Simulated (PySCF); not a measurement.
ClHSe₂, SMILES Cl[Se][SeH].

Geometry optimised at r2SCAN-D4/def2-SVP. Other conformers were not sampled.

Calculation: r2SCAN-D4/def2-SVP run with PySCF.

Frequencies are harmonic and unscaled.

Computed normal modes with their intensities:
```csv
mode,ν (cm⁻¹),IR (km/mol),moving atoms (share of kinetic energy)
1,127,1.3,"Cl 53 %, Se 47 %"
2,295,10.4,Se 99 %
3,354,13.1,H 95 %
4,359,32.5,"Cl 67 %, Se 31 %"
5,748,5.8,H 98 %
6,2361,15.4,H 99 %
```
